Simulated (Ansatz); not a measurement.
Na8H7⁺, relaxed as a singlet with RKS PBE0-D4/def2-SVP in Ansatz, starting from the GFN1-xTB geometry. Force threshold 0.02 eV/Å.

Another isomer (singlet) lies 1.05 eV lower at PBE0-D4/def2-TZVP; other spin states weren't run for this one.

Start:

```tsv
atom	x (Å)	y (Å)	z (Å)
Na1	0.799	-0.353	0.381
Na2	-3.323	-3.471	0.599
Na3	-3.859	-1.088	-1.927
Na4	4.017	5.303	-1.740
Na5	2.277	2.298	-0.278
Na6	-0.267	-2.799	2.369
Na7	2.495	0.039	2.783
Na8	-0.984	0.953	-2.115
H9	-2.699	0.342	-2.484
H10	0.693	0.992	-1.050
H11	-4.243	-2.569	-0.801
H12	3.030	3.893	-1.219
H13	-1.818	-3.646	1.800
H14	2.801	1.441	1.511
H15	1.081	-1.335	2.171
```

Question: Estimate the energy that the relaxation releases and the steps that it takes.

Answer: 58.8 kJ/mol, in 14 steps; 47 s on 4 threads of Arm Neoverse V2 on a shared host. The force fell under the threshold at step 7, but the optimiser went on and released 0.007 eV more. No frequencies were taken in this run, so the end may be a saddle point.

Question: Does the start keep its bonding?

Answer: Bonds formed: Na1–H14 (atoms count from 1).

Question: Predict the relaxed structure.

Answer: 
```xyz
15

Na    0.764   -0.157    0.828
Na   -3.358   -3.413    0.563
Na   -4.077   -1.186   -2.419
Na    3.982    5.525   -1.967
Na    2.290    2.315   -0.331
Na   -0.139   -2.975    2.881
Na    3.027   -0.308    2.853
Na   -1.135    1.166   -2.180
H    -2.804    0.336   -2.853
H     0.419    1.171   -0.800
H    -4.261   -2.648   -1.050
H     3.102    3.981   -1.249
H    -1.784   -3.311    1.841
H     2.686    0.981    1.309
H     1.288   -1.478    2.573
```
Bond lengths (bridged metal pairs left out): 17 × H–Na 1.92 to 2.29 Å.
